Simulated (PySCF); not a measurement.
# How methods differ on the excitation energy of Mn²⁺

Mn²⁺ [Ar] 3d5 (6S) → Mn²⁺ [Ar] 3d4 4p1 (high-spin determinant), as a difference of total energies. Calculation: PySCF 2.14, in aug-cc-pVTZ-DK; scalar relativity by spin-free X2C-1e. Correlated levels: valence: [Ar] frozen. The calculations carry no spin-orbit coupling.

| method | excitation energy (eV) |
| --- | --- |
| UHF | 12.997 |
| LDA | 13.563 |
| PBE | 13.266 |
| PBE0 | 13.390 |
| r2SCAN | 13.397 |
| M06-L | 13.734 |
| HSE06 | 13.332 |
| M06-2X | 13.232 |
| B2PLYP | 13.377 |
| MP2 (valence) | 13.584 |
| SCS-MP2 (valence) | 13.193 |

Task: How much does correlation contribute at MP2 (valence)?

Result: 13.584 − (12.997) = 0.587 eV, measured against UHF.

A first-order spin-orbit estimate (lowest level to lowest level, LS coupling) adds -0.101 eV.

The determinant of the upper state mixes LS terms, which raises its energy above the lowest term, most at the Hartree-Fock and MP2 levels.
